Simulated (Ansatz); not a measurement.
Results of the Gaussian-basis code of Ansatz.

Basis-set series for C$_{8}$H$_{16}$O$_{2}$Ti, SMILES `CC1=CC(C)=[O+][Ti-]([CH3])([CH3])([CH3])[O]1`. Total charge 0; spin multiplicity 1. Geometry: relaxed with PBE0-D4/def2-TZVP.

```tsv
functional	basis	functions	energy (Eh)	HOMO (eV)	LUMO (eV)
PBE0-D4	def2-SVP	251	-1313.27823	-6.73	-1.73
PBE0-D4	def2-TZVPP	598	-1313.90561	-6.72	-1.83
ωB97M-V	def2-SVP	251	-1313.71113	-9.05	0.35
ωB97M-V	def2-TZVPP	598	-1314.36202	-9.05	0.21
```

Question: Give the rows for def2-QZVPP. (Best estimate.)

Answer: The calculation gave: 
```json
{"functional": "PBE0-D4", "basis": "def2-QZVPP", "functions": "1143", "energy (Eh)": "-1313.94764", "HOMO (eV)": "-6.73", "LUMO (eV)": "-1.85"}
{"functional": "ωB97M-V", "basis": "def2-QZVPP", "functions": "1143", "energy (Eh)": "-1314.40168", "HOMO (eV)": "-9.06", "LUMO (eV)": "0.18"}
```

Positive LUMOs are unbound and depend on the basis. Scalar relativity is left out up to krypton.
